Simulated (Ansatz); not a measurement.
Computed against measured: atomisation enthalpy at 298 K

6 molecules with halogens; the atomisation enthalpy at 298 K in kJ/mol, computed less measured. Shapes, held fixed at every level: PBE0-D4/def2-TZVP. Flexible molecules stand in one conformer, not always the lowest. Thermal terms are harmonic and unscaled (PBE0-D4/def2-TZVP); the spin-orbit lowering of the free atoms is taken from their spectra. Programs: Ansatz 0.2.0. Measured values: Active Thermochemical Tables, CRC Handbook of Chemistry and Physics, NIST-JANAF tables.

Levels: A = HF/def2-TZVPP; B = SPW92/def2-TZVPP; C = r2SCAN-D4/def2-TZVPP; D = wB97M-V/def2-TZVPP.

```tsv
molecule	from tabulated heats	A	B	C	D
AlClF2 (SMILES [F][Al]([F])[Cl])	1609	-391	+197	+1	-11
NF3 (nitrogen trifluoride)	843	-702	+443	+30	+22
CClF3 (SMILES FC(F)(F)Cl)	1787	-658	+477	+26	+14
CHBrF2 (bromodifluoromethane)	1630	-577	+385	+19	+1
SiH2Cl2 (dichlorosilane (DCS))	1449	-353	+162	+2	+5
C3H5Br (allyl bromide)	3307	-898	+492	+9	-4
```

(1) Which level does best on this set, which worst, and which err to one side?

Results:

(1) 
| level | kind | mean error | mean absolute error | worst case |
| --- | --- | --- | --- | --- |
| HF/def2-TZVPP | Hartree–Fock | -596.5 | 596.5 | C3H5Br |
| SPW92/def2-TZVPP | LDA | +359.3 | 359.3 | C3H5Br |
| r2SCAN-D4/def2-TZVPP | meta-GGA | +14.5 | 14.5 | NF3 |
| wB97M-V/def2-TZVPP | range-separated hybrid | +4.5 | 9.5 | NF3 |

On this set wB97M-V/def2-TZVPP has the smallest mean absolute error and HF/def2-TZVPP the largest. HF/def2-TZVPP is too low in 6 of 6; SPW92/def2-TZVPP is too high in 6 of 6; r2SCAN-D4/def2-TZVPP is too high in 6 of 6; wB97M-V/def2-TZVPP is too high in 4 of 6. The heats of AlClF2, NF3, SiH2Cl2, C3H5Br come from older tables and can be uncertain by 10 kJ/mol or more. Hartree–Fock lacks correlation and underbinds. Relativity is left out for Br. The set is small.
